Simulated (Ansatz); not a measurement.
Harmonic frequencies (cm⁻¹) at PBE0-D4/def2-TZVP from Ansatz: 54, 88, 115, 247, 339, 426, 481, 565, 658, 727, 830, 835, 927, 1009, 1030, 1050, 1108, 1292, 1315, 1447, 1671, 2181, 2187, 2569, 3128, 3142, 3223.

Each molecule was computed in one conformer, which needn't be the lowest.

Q: Which molecule is it?
A. `C=C[SiH2]BF`
B. `FC[CH2][GeH3]`
C. `N/C=C/CBr`
D. `PB1C[SiH]1[ZnH]`

A: A.
